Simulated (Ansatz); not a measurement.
Ansatz results at the PBE0-D4/def2-TZVP geometry: HOMO energy (PBE0/def2-TZVPP) -8.63 eV; LUMO energy (PBE0/def2-TZVPP) -1.82 eV; HOMO energy (B3LYP/def2-TZVPP) -8.44 eV.

Task: Which molecule gave them?
A. `BCCB`
B. `CBBC`
C. `[Cl][GeH2][SiH2]Br`
D. `BC(B)C`

Result: D. The others give `BCCB`: -8.53, -0.44, -8.29; `[Cl][GeH2][SiH2]Br`: -8.03, -1.07, -7.81; `CBBC`: -7.52, -0.94, -7.37.

B3LYP here is the variant with VWN-RPA as its local correlation; programs differ in this.
